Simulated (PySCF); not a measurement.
# Reading the logs of faulty runs: CH5NSi2

All numbers below are calculated, not measured. They come from PySCF 2.14.0, an open-source quantum chemistry program, on an isolated molecule that a program drew, which may never have been made. The molecule is CH5NSi2 (charge 0, singlet), drawn as the SMILES string `[SiH]NC=[SiH2]`.

Each row is a Hartree-Fock (HF) and frozen-core CCSD(T) single point in the cc-pV(D+d)Z basis, meant for a local HF minimum. Run 1 is clean. Each other run has one planted mistake out of seven kinds, and not every kind appears here: one electron removed, one electron added, multiplicity raised by two, geometry at a saddle point, minimal basis STO-3G, one bond length entered in bohr, all coordinates scaled. The reference is restricted for singlets and unrestricted otherwise, and also for a bond in bohr. Adding or removing an electron swaps singlet and doublet. Electrons count all cores. HOMO and LUMO are orbital energies over both spins, the gradient is its largest component, and the lowest frequency (negative if imaginary) is given only where the gradient is small. Bond lengths are over the 8 bonds as drawn. T1 is the CCSD diagnostic: over 0.02 (restricted) or 0.045 (unrestricted) a single reference is doubtful.

Geometry of the clean run:
```xyz
9
CH5NSi2, angstrom
Si    0.3651    0.8594   -1.6294
N     0.1518   -0.6900   -0.9169
C     0.7269   -1.3614    0.1772
Si    1.5593   -0.8281    1.5762
H     1.4609    1.3293   -0.6908
H    -0.5209   -1.2672   -1.3889
H     0.5936   -2.4402    0.1381
H     1.8855    0.5586    1.9268
H     2.0697   -1.8707    2.4745
```

```
run  electrons  basis functions  <S^2>  HOMO (eV)  LUMO (eV)  gradient (hartree/bohr)  lowest frequency (cm^-1)  mean bond (Å)  longest bond (Å)      T1  HF (hartree)  CCSD(T) (hartree)               mistake
  1         46               99  0.000      -7.47       1.24                  2.4e-05                        52         1.4228             1.719  0.0171    -673.00855         -673.57211              no fault
  2         45               99  0.972     -13.61      -5.60                  8.2e-02                         -         1.4228             1.719  0.0419    -672.77264         -673.29319  one electron removed
  3         46               33  0.000      -4.12       6.54                  5.8e-02                         -         1.4228             1.719  0.0173    -665.12153         -665.38620  minimal basis STO-3G
  4         46               99  0.000      -7.24       0.98                  4.7e-02                         -         1.5238             1.841  0.0208    -672.96731         -673.54969                     ?
```

**Which mistake was planted in run 4, and what did it cost?**

The mean and the longest bond both change by the same factor, 1.071, and the gradient is no longer small. So the mistake is: all coordinates scaled. Subtracting run 1 and multiplying by 627.51 kcal/mol a hartree, the energy moved by 25.9 kcal/mol in HF and 14.1 kcal/mol in CCSD(T).

Cautions from the logs. Run 4: T1 is over the limit, so its CCSD(T) energy is less reliable.
